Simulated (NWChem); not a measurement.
System: CH4BFO; SMILES O(C)BF

NWChem input:

```
start job
memory heap 200 mb stack 900 mb global 1100 mb
geometry units angstroms noautoz
  B     -0.647278    -0.746909     0.000000
  H     -1.701889    -1.345232     0.000000
  F      0.509087    -1.431184     0.000000
  O     -0.661220     0.603071     0.000000
  C      0.523974     1.393838     0.000000
  H      1.442257     0.772209     0.000000
  H      0.522877     2.043217    -0.898876
  H      0.522877     2.043217     0.898876
end
basis spherical
  * library 6-31g*
end
dft
  xc rpbe cpbe96
  iterations 150
  mulliken
end
task dft energy
```

Output (shortened):

```
             Northwest Computational Chemistry Package (NWChem) 7.3.0
             --------------------------------------------------------

 CS  symmetry detected

                             Geometry "geometry" -> ""
                             -------------------------

 Output coordinates in angstroms (scale by  1.889725989 to convert to a.u.)

  No.       Tag          Charge          X              Y              Z
 ---- ---------------- ---------- -------------- -------------- --------------
    1 B                    5.0000    -0.65483299    -0.74260757     0.00000000
    2 H                    1.0000    -1.71580261    -1.32958136     0.00000000
    3 F                    9.0000     0.49412397    -1.43924966     0.00000000
    4 O                    8.0000    -0.65429044     0.60744431     0.00000000
    5 C                    6.0000     0.53931937     1.38545002     0.00000000
    6 H                    1.0000     1.45088015     0.75400467     0.00000000
    7 H                    1.0000     0.54518953     2.03480342    -0.89887600
    8 H                    1.0000     0.54518953     2.03480342     0.89887600

 Effective nuclear repulsion energy (a.u.)     114.5411134756

      Symmetry information
      --------------------

 Group name             Cs
 Group number              2
 Group order               2
 No. of unique centers     7

  pbe96 is a nonlocal functional; adding pw91lda local functional.

                                 NWChem DFT Module
                                 -----------------

 Summary of "ao basis" -> "ao basis" (spherical)
 ------------------------------------------------------------------------------
       Tag                 Description            Shells   Functions and Types
 ---------------- ------------------------------  ------  ---------------------
 B                           6-31g*                  6       14   3s2p1d
 H                           6-31g*                  2        2   2s
 F                           6-31g*                  6       14   3s2p1d
 O                           6-31g*                  6       14   3s2p1d
 C                           6-31g*                  6       14   3s2p1d

      Symmetry analysis of basis
      --------------------------

        a'         46
        a"         18

            General Information
            -------------------
          SCF calculation type: DFT
          Wavefunction type:  closed shell.
          No. of atoms     :     8
          No. of electrons :    32
           Alpha electrons :    16
            Beta electrons :    16
          Charge           :     0
          Spin multiplicity:     1
          Use of symmetry is: on ; symmetry adaption is: on
          Maximum number of iterations: 150
          AO basis - number of functions:    64
                     number of shells:    32
          Convergence on energy requested:  1.00D-06
          Convergence on density requested:  1.00D-05
          Convergence on gradient requested:  5.00D-04

              XC Information
              --------------
                          RPBE Exchange Functional  1.000
            Perdew 1991 LDA Correlation Functional  1.000 local
           PerdewBurkeErnz. Correlation Functional  1.000 non-local

             Grid Information
             ----------------
          Grid used for XC integration:  medium
          Radial quadrature: Mura-Knowles
          Angular quadrature: Lebedev.
          Tag              B.-S. Rad. Rad. Pts. Rad. Cut. Ang. Pts.
          ---              ---------- --------- --------- ---------
          B                   0.85       49           9.0       434
          H                   0.35       45          10.0       434
          F                   0.50       49          10.0       434
          O                   0.60       49           7.0       434
          C                   0.70       49          10.0       434
          Grid pruning is: on
          Number of quadrature shells:   331
          Spatial weights used:  Erf1

      Superposition of Atomic Density Guess
      -------------------------------------

 Sum of atomic energies:        -238.30595705

      Non-variational initial energy
      ------------------------------

 Total energy =    -239.830810
 1-e energy   =    -554.420474
 2-e energy   =     200.048551
 HOMO         =      -0.390641
 LUMO         =       0.092403

      Symmetry analysis of molecular orbitals - initial
      -------------------------------------------------

  Numbering of irreducible representations:

     1 a'          2 a"

  Orbital symmetries:

     1 a'          2 a'          3 a'          4 a'          5 a'
     6 a'          7 a'          8 a'          9 a'         10 a'
    11 a"         12 a"         13 a'         14 a'         15 a'
    16 a"         17 a"         18 a'         19 a'         20 a'
    21 a"         22 a'         23 a'         24 a'         25 a"
    26 a'

     ---------------------------------------------
      Total Density - Mulliken Population Analysis
     ---------------------------------------------

    Atom       Charge   Shell Charges
 -----------   ------   -------------------------------------------------------
    1 B    5     4.17   2.00  0.54  0.95  0.38  0.18  0.12
    2 H    1     1.04   0.48  0.56
    3 F    9     9.49   2.00  0.95  3.45  0.98  2.10  0.01
    4 O    8     8.66   2.00  0.93  3.07  0.85  1.80  0.02
    5 C    6     6.22   2.00  0.69  1.81  0.64  1.02  0.05
    6 H    1     0.81   0.47  0.33
    7 H    1     0.81   0.48  0.33
    8 H    1     0.81   0.48  0.33

   convergence    iter        energy       DeltaE   RMS-Dens  Diis-err
 ---------------- ----- ----------------- --------- --------- ---------
 d= 0,ls=0.0,diis     1   -240.4085775473 -3.55D+02  1.94D-02  7.16D-01
 d= 0,ls=0.0,diis     2   -240.3132415167  9.53D-02  1.07D-02  1.97D+00
 d= 0,ls=0.0,diis     3   -240.4939585342 -1.81D-01  1.94D-03  2.93D-02
 d= 0,ls=0.0,diis     4   -240.4954857308 -1.53D-03  1.13D-03  9.75D-03
 d= 0,ls=0.0,diis     5   -240.4964120364 -9.26D-04  3.58D-04  1.82D-03
  Resetting Diis
 d= 0,ls=0.0,diis     6   -240.4965773218 -1.65D-04  8.57D-05  8.01D-05
 d= 0,ls=0.0,diis     7   -240.4965858032 -8.48D-06  4.22D-05  3.49D-06
 d= 0,ls=0.0,diis     8   -240.4965854246  3.79D-07  2.33D-05  6.81D-06
 d= 0,ls=0.0,diis     9   -240.4965862471 -8.22D-07  3.52D-06  1.24D-07

         Total DFT energy =     -240.496586247067
      One electron energy =     -557.053491795563
           Coulomb energy =      232.075680705909
    Exchange-Corr. energy =      -30.059888633034
 Nuclear repulsion energy =      114.541113475621

 Numeric. integr. density =       32.000004248908

                  Occupations of the irreducible representations
                  ----------------------------------------------

                     irrep           alpha         beta
                     --------     --------     --------
                     a'               13.0         13.0
                     a"                3.0          3.0

                       DFT Final Molecular Orbital Analysis
                       ------------------------------------

 Vector   14  Occ=2.000000D+00  E=-2.983612D-01  Symmetry=a'
              MO Center= -5.8D-01, -1.1D+00,  3.1D-13, r^2= 2.0D+00
   Bfn.  Coefficient  Atom+Function         Bfn.  Coefficient  Atom+Function
  ----- ------------  ---------------      ----- ------------  ---------------
    16      0.333814  2 H  s                 20      0.329090  3 F  py
    19      0.302087  3 F  px                15      0.248848  2 H  s
    24      0.229966  3 F  py                 3     -0.215586  1 B  px
    23      0.203905  3 F  px                34      0.188872  4 O  py
     4     -0.145793  1 B  py                36     -0.117360  4 O  s

 Vector   15  Occ=2.000000D+00  E=-2.812472D-01  Symmetry=a'
              MO Center= -2.6D-01,  6.1D-01, -2.7D-12, r^2= 1.9D+00
   Bfn.  Coefficient  Atom+Function         Bfn.  Coefficient  Atom+Function
  ----- ------------  ---------------      ----- ------------  ---------------
    33      0.427114  4 O  px                37      0.283020  4 O  px
    34     -0.280928  4 O  py                47     -0.219399  5 C  px
    60     -0.218067  6 H  s                 36     -0.212676  4 O  s
    38     -0.190004  4 O  py                59     -0.184399  6 H  s
    20     -0.124180  3 F  py                32     -0.116925  4 O  s

 Vector   16  Occ=2.000000D+00  E=-2.702010D-01  Symmetry=a"
              MO Center= -2.4D-01,  6.8D-01,  2.4D-12, r^2= 2.0D+00
   Bfn.  Coefficient  Atom+Function         Bfn.  Coefficient  Atom+Function
  ----- ------------  ---------------      ----- ------------  ---------------
    35      0.519452  4 O  pz                39      0.377646  4 O  pz
    49     -0.212771  5 C  pz                21     -0.201827  3 F  pz
    62      0.166717  7 H  s                 64     -0.166717  8 H  s
    25     -0.153602  3 F  pz                61      0.153935  7 H  s
    63     -0.153935  8 H  s                  5      0.148392  1 B  pz

 Vector   17  Occ=0.000000D+00  E= 3.065551D-03  Symmetry=a"
              MO Center= -6.0D-01, -6.3D-01,  3.2D-17, r^2= 2.0D+00
   Bfn.  Coefficient  Atom+Function         Bfn.  Coefficient  Atom+Function
  ----- ------------  ---------------      ----- ------------  ---------------
     9      0.620296  1 B  pz                 5      0.538219  1 B  pz
    39     -0.301367  4 O  pz                35     -0.292639  4 O  pz
    21     -0.251566  3 F  pz                25     -0.242142  3 F  pz
    62     -0.160238  7 H  s                 64      0.160238  8 H  s
    53     -0.099369  5 C  pz                61     -0.038480  7 H  s

[...]
```

Level: RPBE/6-31G* (spherical d). The geometry was optimised at PBE-D3(BJ)/def2-SVP.
